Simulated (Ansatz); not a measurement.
Ansatz (a quantum-chemistry and plane-wave program) input:

Ansatz 0.2 input:
```yaml
crystal:
  periodic: [false, false, false]
  atoms:
    - {symbol: Lu, position_ang: [0.26366456, -0.02251821, 0.32566565]}
    - {symbol: Cl, position_ang: [0.92777668, 0.36249982, -1.85516708]}
    - {symbol: Cl, position_ang: [-2.02896396, -0.26845318, 0.49503405]}
basis:
  gaussian:
    orbitals: def2-TZVP
hamiltonian:
  xc: {name: B97M-V}
total_charge: 1
output: {forces: true}
```

What final total energy does it print?

-2154.90295 Eh (B97M-V/def2-TZVP). The basis has 170 functions.
